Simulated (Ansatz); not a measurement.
Consider the ligand exchange at a Zr–N bond: `C[NH][Zr]([OH])([OH])[OH]` + HCl → `[OH][Zr]([OH])([OH])[Cl]` + CH₃NH₂.

Computed with Ansatz on PBE0-D4/def2-TZVP structures; ΔE is electronic, products minus reactants. CCSD(T)/CBS is the MP2 limit (def2-TZVPP, def2-QZVPP) plus CCSD(T) − MP2 in def2-TZVPP, frozen cores. This one scheme is used for every species. Functionals use def2-TZVPP. B3LYP here is the variant with VWN-RPA as its local correlation; programs differ in this. HSE06 is defined as in plane-wave codes. Elements past krypton have def2 core potentials. For Zr outer-core shells are correlated without core-valence functions, which leaves a few kJ/mol of doubt a bond. Each species was taken in one conformer, which may not be the lowest.

| level | ΔE (kcal/mol) | difference from CCSD(T)/CBS |
| --- | --- | --- |
| LDA (SPW92) | -25.7 | 1.2 |
| PBE-D4 | -26.0 | 0.9 |
| revPBE-D4 | -25.4 | 1.5 |
| BLYP-D4 | -25.3 | 1.6 |
| r2SCAN-D4 | -28.0 | -1.1 |
| B97M-V | -29.1 | -2.2 |
| B3LYP-D4 | -26.9 | 0.0 |
| r2SCANh-D4 | -28.3 | -1.4 |
| r2SCAN0-D4 | -28.9 | -2.0 |
| HSE06-D4 | -27.7 | -0.8 |
| BHLYP-D4 | -28.9 | -2.0 |
| CAM-B3LYP-D4 | -27.4 | -0.5 |
| ωB97X-V | -28.0 | -1.1 |
| B2PLYP | -27.7 | -0.8 |
| PBE-QIDH | -28.5 | -1.6 |
| PBE | -26.8 | 0.1 |
| revPBE | -27.2 | -0.3 |
| BLYP | -26.9 | 0.0 |
| r2SCAN | -28.3 | -1.4 |
| PBE0 | -28.4 | -1.5 |
| B3LYP | -28.1 | -1.2 |
| r2SCANh | -28.7 | -1.8 |
| r2SCAN0 | -29.2 | -2.3 |
| HSE06 | -28.4 | -1.5 |
| BHLYP | -29.8 | -2.9 |
| CAM-B3LYP | -28.2 | -1.3 |
| LC-ωPBE | -28.6 | -1.7 |
| RPA@PBE/def2-TZVPP | -24.7 | 2.2 |
| HF/def2-SVP | -33.6 | -6.7 |
| MP2/def2-SVP | -27.1 | -0.2 |
| CCSD/def2-SVP | -27.0 | -0.1 |
| HF/def2-TZVPP | -32.7 | -5.8 |
| MP2/def2-TZVPP | -26.6 | 0.3 |
| SCS-MP2/def2-TZVPP | -26.7 | 0.2 |
| CCSD(T)/def2-TZVPP | -26.2 | 0.7 |
| HF/def2-QZVPP | -32.7 | -5.8 |
| SCS-MP2/def2-QZVPP | -27.2 | -0.3 |
| HF/CBS(def2) | -32.8 | -5.9 |
| MP2/CBS(def2) | -27.3 | -0.4 |
| CCSD/CBS(def2) | -27.4 | -0.5 |
| CCSD(T)/CBS | -26.9 | 0 |

Largest T1 diagnostic among the species: 0.016.

From BLYP to BHLYP (50 % exact exchange), in def2-TZVPP and without D4, ΔE moves by −2.9 kcal/mol. In def2-TZVPP, CCSD(T) changes the Hartree–Fock value by +6.5 kcal/mol (the triples alone add +0.6 kcal/mol) and MP2 by +6.0 kcal/mol.
